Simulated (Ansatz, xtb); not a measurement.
# C2H7FSSi: which of two isomers lies lower

Structure I is `C[C@H](F)[SiH2]S`, a singlet and structure II is `FCC[SiH2]S`, a singlet. Both are isolated molecules in the gas phase, relaxed with B3LYP/def2-SVP, each in the lowest conformer that the search found.

Q: Which of the two would you expect CCSD(T)/def2-SVP + ΔMP2/def2-TZVPP electronic energies to favour?

A: Structure II; the calculation gives E(II) − E(I) = −3.0 kcal/mol.

How the difference moves with the method:

```
                             level        geometry  E(II) − E(I) (kcal/mol)  departure from the last row (kcal/mol)  job, with rough time for the two
                          GFN2-xTB        GFN2-xTB                      −1.4                                    +1.5              optimisation, 0.23 s
                         HF/STO-3G        GFN2-xTB                      −1.1                                    +1.8              single point, 0.53 s
                r2SCAN-D4/def2-SVP        GFN2-xTB                      −2.5                                    +0.5               single point, 3.4 s
                    B3LYP/def2-SVP  B3LYP/def2-SVP                      −2.1                                    +0.8                optimisation, 75 s
                       HF/def2-SVP  B3LYP/def2-SVP                      −4.3                                    −1.4           part of the CCSD(T) run
                      MP2/def2-SVP  B3LYP/def2-SVP                      −3.5                                    −0.5           part of the CCSD(T) run
                  CCSD(T)/def2-SVP  B3LYP/def2-SVP                      −3.1                                    −0.2                      single point
CCSD(T)/def2-SVP + ΔMP2/def2-TZVPP  B3LYP/def2-SVP                      −3.0                                                        single point, 38 s
```

As drawn, both hold the same kinds of bond in the same numbers. Structure I has 1 methyl group, II 0.

None of the levels shown reverses the order. The largest departure from CCSD(T)/def2-SVP + ΔMP2/def2-TZVPP is that of HF/STO-3G, 1.8 kcal/mol. The last row adds to CCSD(T) the change of the MP2 difference between the two basis sets, here +0.2 kcal/mol.

With thermal terms from frequencies at re-optimised GFN2-xTB minima (ideal gas, soft modes damped towards free rotors, one conformer each, 298.15 K, 1 atm): on the last row, ΔE + ΔZPE = −2.7, ΔH = −2.8, ΔG = −2.9 kcal/mol.

The correlated steps freeze 13 core orbitals. Mirror images aren't counted in ΔG. Run with Ansatz 0.2.0, xtb 6.7.1; the last row on 2 threads of Intel(R) Xeon(R) Processor @ 2.70GHz on a shared host.
